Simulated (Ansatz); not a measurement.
Geometry optimisation, RKS B3LYP/def2-SVP (Ansatz).

Input:

```yaml
crystal:
  periodic: [false, false, false]
  atoms:
    - { symbol: O, position_ang: [0.1735, -2.9816, -1.0549] }
    - { symbol: C, position_ang: [1.3034, -2.2159, -0.7964] }
    - { symbol: O, position_ang: [1.0632, -0.8273, -1.0295] }
    - { symbol: C, position_ang: [0.3176, -0.2314, -0.0221] }
    - { symbol: Si, position_ang: [-0.1001, 1.5822, -0.2517] }
    - { symbol: Si, position_ang: [-1.5002, 2.2432, 1.4857] }
    - { symbol: H, position_ang: [0.0488, -2.8881, -2.0279] }
    - { symbol: H, position_ang: [1.6651, -2.3852, 0.228] }
    - { symbol: H, position_ang: [2.1023, -2.5427, -1.4251] }
    - { symbol: H, position_ang: [0.7116, -0.3907, 0.9862] }
    - { symbol: H, position_ang: [-0.7264, -0.771, -0.0013] }
    - { symbol: H, position_ang: [1.1847, 2.3812, -0.1583] }
    - { symbol: H, position_ang: [-0.8051, 1.8819, -1.5636] }
    - { symbol: H, position_ang: [-0.8775, 1.9668, 2.8156] }
    - { symbol: H, position_ang: [-1.8182, 3.6634, 1.41] }
    - { symbol: H, position_ang: [-2.7655, 1.4926, 1.4495] }
basis:
  gaussian: { orbitals: def2-SVP }
hamiltonian:
  xc: b3lyp
relax:
  f_tol: 0.015
  max_steps: 40
```

Launched with:

```bash
$ ansatz run input.yaml --threads 2 --pin off --max-ram 3072MiB --backend cpu --events-out ev --progress --plain --runs-dir out
```

Question: Where does it end, and by what steps?

Answer: The run converged. The force dipped under the threshold on the way, but the program's further checks kept it going. After 8 steps the energy has fallen by 0.316 eV; H9 moved furthest, 0.27 Å.

| step | energy less start (eV) | largest force component (eV/Å) | accepted |
| --- | --- | --- | --- |
| 0 | 0.0000 | 2.911 | yes |
| 1 | -0.2574 | 0.873 | yes |
| 2 | -0.2001 | 0.928 | no |
| 3 | -0.2980 | 0.772 | yes |
| 4 | -0.3110 | 0.124 | yes |
| 5 | -0.3147 | 0.046 | yes |
| 6 | -0.3153 | 0.031 | yes |
| 7 | -0.3154 | 0.007 | yes |
| 8 | -0.3155 | 0.010 | yes |

```xyz
16
Properties=species:S:1:pos:R:3
O 0.240 -2.967 -1.181
C 1.364 -2.195 -0.878
O 1.120 -0.816 -0.903
C 0.242 -0.354 0.116
Si -0.118 1.495 -0.183
Si -1.540 2.347 1.497
H -0.018 -2.768 -2.093
H 1.687 -2.521 0.129
H 2.188 -2.354 -1.597
H 0.694 -0.500 1.120
H -0.704 -0.927 0.109
H 1.163 2.263 -0.186
H -0.771 1.660 -1.515
H -0.918 2.191 2.847
H -1.802 3.799 1.263
H -2.849 1.625 1.499
```

Time of the run: 26 s on 2 threads of Intel(R) Xeon(R) 6975P-C (Granite Rapids), with other jobs on the host, peak memory 0.42 GiB.
